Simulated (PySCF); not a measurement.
Isomers of C8H21NSi, mass 159.144 u with the commonest isotopes. Method: PySCF 2.14.0, PBE0-D3(BJ)/def2-SVP geometry optimisation, gas phase. One conformer each, none proved a minimum here; rigid rotors.

Question: Order these by radius of gyration √(Σ m r²/M), largest first.
A. `[CH3:1][CH2:2][SiH2:3][N:4]([CH:5]([CH3:6])[CH3:7])[CH:8]([CH3:9])[CH3:10]` with C1–C2–Si3–N4 59°, C2–Si3–N4–C5 -120°, Si3–N4–C5–C6 -63°, Si3–N4–C8–C9 112°
B. `[CH3:1][CH2:2][C:3]([CH3:4])([CH3:5])[N:6]([SiH3:7])[CH:8]([CH3:9])[CH3:10]` with C1–C2–C3–C4 -53°, C2–C3–N6–Si7 33°, C3–N6–C8–C9 124°
C. SiHMe2(NiPr2) (`CC(C)N(C(C)C)[SiH](C)C`)

Answer: A (2.336 Å), C (2.290 Å), B (2.242 Å).

Question: Order these by rotational constant A, largest first.
A. `CC(C)N(C(C)C)[SiH](C)C` (SiHMe2(NiPr2))
B. `[CH3:1][CH2:2][C:3]([CH3:4])([CH3:5])[N:6]([SiH3:7])[CH:8]([CH3:9])[CH3:10]` with C1–C2–C3–C4 -53°, C2–C3–N6–Si7 33°, C3–N6–C8–C9 124°
C. `[CH3:1][CH2:2][SiH2:3][N:4]([CH:5]([CH3:6])[CH3:7])[CH:8]([CH3:9])[CH3:10]` with C1–C2–Si3–N4 59°, C2–Si3–N4–C5 -120°, Si3–N4–C5–C6 -63°, Si3–N4–C8–C9 112°

Answer: B (1357 MHz), C (1197 MHz), A (1110 MHz).

Question: Order these by out-of-plane moment Σ m c² = (Ia + Ib − Ic)/2, smallest first.
A. SiHMe2(NiPr2), `CC(C)N(C(C)C)[SiH](C)C`
B. `[CH3:1][CH2:2][C:3]([CH3:4])([CH3:5])[N:6]([SiH3:7])[CH:8]([CH3:9])[CH3:10]` with C1–C2–C3–C4 -53°, C2–C3–N6–Si7 33°, C3–N6–C8–C9 124°
C. `[CH3:1][CH2:2][SiH2:3][N:4]([CH:5]([CH3:6])[CH3:7])[CH:8]([CH3:9])[CH3:10]` with C1–C2–Si3–N4 59°, C2–Si3–N4–C5 -120°, Si3–N4–C5–C6 -63°, Si3–N4–C8–C9 112°

Answer: B (150.80 u·Å²), C (155.37 u·Å²), A (187.38 u·Å²).

| SMILES | point group | Ia (u·Å²) | Ib (u·Å²) | Ic (u·Å²) | κ | μa (D) | μb (D) | μc (D) |
| --- | --- | --- | --- | --- | --- | --- | --- | --- |
| [H][Si](C)(C)N(C(C)C)C(C)C | near Cs | 455.26 | 566.60 | 647.10 | -0.33 | 0.33 | 0.70 | 0.07 |
| CCC(C)(C)N([SiH3])C(C)C | C1 | 372.49 | 577.90 | 648.79 | -0.67 | 0.30 | 1.33 | 0.06 |
| CC[SiH2]N(C(C)C)C(C)C | C1 | 422.31 | 601.42 | 712.99 | -0.46 | 0.43 | 0.50 | 0.74 |
